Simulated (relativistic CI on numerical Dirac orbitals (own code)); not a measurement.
# Mo⁺: 3d photoemission

Computed with this model: Dirac-Coulomb-Breit CI, KLI orbitals optimised for each configuration, model QED (radiative potential, 1s self-energy scaled to tabulated hydrogen-like ionisation energies), valence Slater integrals scaled by 0.8, multiplet model of photoemission in the sudden approximation; configurations [Kr] 4d5 → [Ar] 3d9 4s2 4p6 4d5; 80 K; Lorentzian 0.3 eV and Gaussian 0.5 eV FWHM. Energies are those of the free ion, without screening or charge transfer. The energies are binding energies and can lie tens of eV above those of solids. S is read from ⟨S²⟩ = S(S + 1).

free ion: ground-state S = 2.50, centroid 243.05 eV. Peaks (eV, height): 241.3 (100), 244.3 (66), 245.4 (19), 249.8 (10).

Strongest unbroadened transitions for free ion:

```tsv
Energy (eV)	Relative strength
241.06	100.0
241.31	80.0
241.54	60.1
241.73	41.1
241.87	23.6
241.94	7.6
244.12	4.7
244.20	16.9
244.21	22.4
244.24	24.4
244.29	5.2
244.31	5.8
244.33	34.5
244.49	6.8
244.56	5.7
245.53	8.0
249.80	6.4
249.88	4.8
```
